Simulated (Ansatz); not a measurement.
Reaction (cleavage of the B–Ga bond): `F[BH][GaH][F]` + H–F → `FBF` + `[F][GaH2]`

Calculated with Ansatz (gas phase, PBE0-D4/def2-TZVP geometries, no zero-point term in ΔE). CCSD(T)/CBS is the MP2 limit (def2-TZVPP, def2-QZVPP) plus CCSD(T) − MP2 in def2-TZVPP, frozen cores. This one scheme is used for every species. For Ga outer-core shells are correlated without core-valence functions, which leaves a few kJ/mol of doubt a bond. Scalar relativity is left out up to krypton. Each species was taken in one conformer, which may not be the lowest.

```
        species  CCSD(T)/CBS(def2) energy (Eh)
`F[BH][GaH][F]`                    -2149.58538
            H–F                     -100.39570
          `FBF`                     -225.09427
    `[F][GaH2]`                    -2024.95631
```

**Question.** Work out ΔE.

**Answer.** ΔE = (-225.09427) + (-2024.95631) − (-2149.58538) − (-100.39570) = -0.06950 Eh = -182.5 kJ/mol.

Largest T1 diagnostic among the species: 0.015.

In def2-TZVPP, CCSD(T) changes the Hartree–Fock value by +23.6 kJ/mol (the triples alone add +1.9 kJ/mol) and MP2 by +20.4 kJ/mol. From PBE to PBE0 (25 % exact exchange), in def2-TZVPP and without D4, ΔE moves by −5.1 kJ/mol. At CCSD(T), def2-SVP lies −32.7 kJ/mol from the extrapolated value and def2-TZVPP −6.9 kJ/mol.
